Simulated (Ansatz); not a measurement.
Two structures of BH₃BrCl, singlet, reached by relaxing down either side of one saddle point (PBE0-D4/def2-TZVP). Energies are electronic, without zero-point energy. Computed with Ansatz 0.2.0 (basis: def2-TZVPP and def2-QZVPP); correlated methods freeze the cores. Filled d shells of the heavier atoms are correlated. The def2 sets are not built for correlating such inner shells, so the correlated values are less sure here. Extrapolation: Hartree–Fock as exp(−7.88 √X), correlation as X^−2.97. First:

B1  (-0.504, -0.438, -0.774)
Cl2  (1.017, -0.116, -1.573)
H3  (-0.651, -1.504, -0.268)
H4  (-1.364, 0.378, -0.868)
H5  (1.396, 1.005, 1.493)
Br6  (0.105, 0.674, 1.990)
(Å)

Second:

| atom | x (Å) | y (Å) | z (Å) |
| --- | --- | --- | --- |
| B1 | -0.9077 | -0.3226 | 0.0687 |
| Cl2 | 1.6542 | 0.2736 | -1.1031 |
| H3 | -0.6923 | -1.4747 | -0.1188 |
| H4 | -1.4056 | 0.4120 | -0.7196 |
| H5 | 1.9720 | 0.7630 | 0.0374 |
| Br6 | -0.6207 | 0.3486 | 1.8355 |

(1) Which bonds change from the first to the second?

(2) Give the saddle point's structure and its height above each. (Judge from chemistry; the value comes from the calculation.)

T1 diagnostic: at most 0.010. The start structure is not quite a true minimum (one mode of 29i cm⁻¹).

## Answers

(1) BH₂Cl ([BH2][Cl]) + HBr → BH₂Br ([BH2][Br]) + HCl; bonds formed: B1–Br6, Cl2–H5; bonds broken: B1–Cl2, H5–Br6.

(2) The calculation gives: 0.680 eV above the first and 0.604 eV above the second (CCSD(T) at an estimated basis limit (MP2 extrapolated from triple and quadruple zeta, plus CCSD(T) − MP2 in triple zeta)).
```json
{"atom": "B1", "x (Å)": "-0.4883", "y (Å)": "-0.2720", "z (Å)": "-0.2726"}
{"atom": "Cl2", "x (Å)": "1.2738", "y (Å)": "0.1611", "z (Å)": "-1.0070"}
{"atom": "H3", "x (Å)": "-0.5985", "y (Å)": "-1.4480", "z (Å)": "-0.1576"}
{"atom": "H4", "x (Å)": "-1.3108", "y (Å)": "0.4325", "z (Å)": "-0.7579"}
{"atom": "H5", "x (Å)": "1.1524", "y (Å)": "0.5983", "z (Å)": "0.5067"}
{"atom": "Br6", "x (Å)": "-0.0286", "y (Å)": "0.5281", "z (Å)": "1.6886"}
```

Labels in which every atom is bracketed show which atoms are joined, not bond orders.

For scale, one of the runs: CCSD(T)/def2-TZVPP, 163 basis functions, launched by `ansatz run in.yaml --threads 2 --pin off --events-out ev --progress --plain --max-ram 4352MiB`. Time: 120 s of wall clock on 2 CPU threads; the host was shared. Peak host memory: 1.3 GiB.
